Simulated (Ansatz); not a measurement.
Sn₃F₅⁻. Total charge -1; triplet. Geometry r2SCAN-D4/def2-SVP, that of the neutral doublet; atoms count from 1.

Cartesian coordinates in Å:
```
Sn 1.3248 1.2131 -0.8265
Sn -1.4125 0.5031 1.0916
Sn 0.7992 -1.8049 -0.1157
F 0.0024 -0.9491 1.7946
F 0.8780 -0.6170 -1.9711
F -0.8010 1.2809 -0.8788
F 0.4425 1.5764 1.1998
F -1.2334 -1.2025 -0.2941
```

In the def2 sets Sn takes a core potential; there is no spin–orbit coupling. The highest occupied level of the charge -1 triplet lies above zero (up to 1.36 eV). Energy differences disagree on whether the electron is bound (positive means bound): 0.05 eV (vertical, to the charge 0 doublet, at PBE0-D4/def2-TZVP), but -0.14 eV at B2PLYP/def2-TZVP. At PBE0-D4/def2-TZVP a singlet of charge -1 lies 1.29 eV below the triplet at the same geometry. The structure comes from a short search, and lower isomers may exist.

(1) Estimate the Mulliken populations from the PBE0/def2-TZVP orbitals of Ansatz.

(2) Where does the spin sit?

(3) And the Mayer bond orders between bonded heavy atoms (over 0.3)?

Results:

(1) 
| atom | charge (e) | spin (α − β) |
| --- | --- | --- |
| Sn1 | 0.41 | 0.86 |
| Sn2 | 0.72 | 0.29 |
| Sn3 | 0.41 | 0.86 |
| F4 | -0.52 | 0.00 |
| F5 | -0.50 | 0.02 |
| F6 | -0.49 | -0.02 |
| F7 | -0.52 | 0.00 |
| F8 | -0.49 | -0.02 |
Mulliken values and Mayer orders depend strongly on the basis.

(2) Summed by element: Sn 2.01, F -0.01, of 2 unpaired in all. Largest on single atoms: Sn3 0.86, Sn1 0.86, Sn2 0.29.

(3) Sn1–Sn3 0.84 (3.14 Å); Sn1–F5 0.34 (2.20 Å); Sn1–F6 0.40 (2.13 Å); Sn1–F7 0.32 (2.24 Å); Sn2–F4 0.41 (2.15 Å); Sn2–F6 0.37 (2.20 Å); Sn2–F7 0.41 (2.15 Å); Sn2–F8 0.37 (2.20 Å); Sn3–F4 0.32 (2.24 Å); Sn3–F5 0.34 (2.20 Å); Sn3–F8 0.40 (2.13 Å).
